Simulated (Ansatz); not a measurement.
`[SeH][SnH2][SeH]`, charge 0, multiplicity 1.

Question: Give a relaxed structure at PBE0-D4/def2-TZVP (the Gaussian-basis code of Ansatz). (An estimate is asked.)

Answer: Ansatz gave: 
Z-matrix (Å, degrees):
```
Sn
Se 1 2.531
Se 1 2.531 2 112.8
H 1 1.701 2 106.0 3 116.1
H 1 1.704 2 109.0 3 -120.7
H 2 1.469 1 91.7 3 75.9
H 3 1.469 1 91.6 2 -80.3
```
Point group Cs.
